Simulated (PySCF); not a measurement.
Computed with PBE0-D3(BJ)/def2-TZVP in PySCF. All species are isolated molecules in the gas phase. Excitations are Tamm–Dancoff values on a coarser integration grid. The basis has no diffuse functions, so Rydberg states are missing or too high.

Reference species (SMILES): `C=[SiH]F` (neutral, multiplicity 1).

| Quantity | Value |
|---|---|
| S1 excitation (TDA) | 5.31 eV |
| T1 excitation (TDA) | 3.12 eV |

Changed species: `C=[SiH]C` (X = methyl; the reference has X = fluoro).

Question: Give the shifts of the S1 excitation (TDA) and T1 excitation (TDA).

Answer: the S1 excitation (TDA) goes up by 0.39 eV, to 5.70 eV; the T1 excitation (TDA) falls by 0.31 eV, to 2.81 eV.
